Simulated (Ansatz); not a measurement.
Geometry optimisation, RKS B3LYP-D4/def2-SVP (Ansatz 0.2.0).

The input (input.yaml):

```yaml
crystal:
  periodic: [false, false, false]
  atoms:
    - { symbol: Ge, position_ang: [0.204091, 0.0, -0.07878] }
    - { symbol: H, position_ang: [0.188223, -2.0e-06, 1.471401] }
    - { symbol: H, position_ang: [1.687266, 0.0, -0.505947] }
    - { symbol: H, position_ang: [-0.47887, 1.271155, -0.599952] }
    - { symbol: H, position_ang: [-0.47887, -1.271154, -0.599954] }
    - { symbol: F, position_ang: [-2.36674, -5.0e-06, 1.235544] }
    - { symbol: H, position_ang: [-1.641401, 6.0e-06, 1.810788] }
basis:
  gaussian: { orbitals: def2-SVP }
hamiltonian:
  xc: b3lyp
  dispersion: d4
relax:
  f_tol: 0.03
  max_steps: 50
output:
  orbitals: {}
```

Launched with:

```bash
$ ansatz run input.yaml --threads 2 --pin off --max-ram 3072MiB --backend cpu --events-out ev --progress --plain --runs-dir out
```

Question: Where does it end, and by what steps?

Answer: It converged. After 5 steps the energy has fallen by 0.026 eV; F6 moved furthest, 0.20 Å.

| step | energy less start (eV) | largest force component (eV/Å) | accepted |
| --- | --- | --- | --- |
| 0 | 0.0000 | 0.339 | yes |
| 1 | -0.0184 | 0.662 | yes |
| 2 | -0.0097 | 0.511 | no |
| 3 | -0.0256 | 0.073 | yes |
| 4 | -0.0261 | 0.054 | yes |
| 5 | -0.0263 | 0.005 | yes |

```xyz
7
Properties=species:S:1:pos:R:3
Ge 0.258 0.000 -0.117
H 0.192 0.000 1.432
H 1.746 0.000 -0.514
H -0.430 1.265 -0.650
H -0.430 -1.265 -0.650
F -2.506 0.000 1.373
H -1.716 0.000 1.859
```

Whether the end is a true minimum wasn't checked by a vibrational analysis.

Time of the run: 7.8 s on 2 threads of Arm Neoverse V1, with other jobs on the host, peak memory 0.13 GiB.
